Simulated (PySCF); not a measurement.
# Zn²⁺ (zinc, charge +2) across methods

[Ar] 3d9 4p1, one real determinant (an excited configuration). Computed with PySCF 2.14 in x2c-TZVPPall with one added diffuse shell each of s, p, d, f type (7s6p5d3f1g, 80 functions), with the spin-free X2C one-electron Hamiltonian (Gaussian nucleus).

```tsv
method	E (hartree)	mean ε 3d α (eV)	mean ε 3d β (eV)	mean ε 4p α (eV)	Σ⟨r²⟩ (bohr²)	⟨S²⟩
UHF	-1792.78609	-52.423	-50.604	-21.753	20.41	2.001
PBE0	-1794.024	-43.310	-41.938	-20.048	20.16	2.000
LDA	-1791.211	-40.301	-38.991	-19.363	20.10	2.000
wB97M-V	-1794.129	-45.736	-44.422	-21.949	20.23	2.000
PBEsol	-1792.555	-39.958	-38.667	-19.266	20.13	2.000
PW91	-1794.423	-40.060	-38.827	-19.372	20.14	2.000
revPBE	-1794.170	-39.862	-38.621	-19.269	20.18	2.000
PBE	-1794.000	-39.963	-38.716	-19.304	20.17	2.000
r2SCAN	-1794.241	-40.487	-39.153	-19.476	20.08	2.001
```

⟨L²⟩ = 8.01 against 12 for a pure F term, so this real determinant mixes terms.
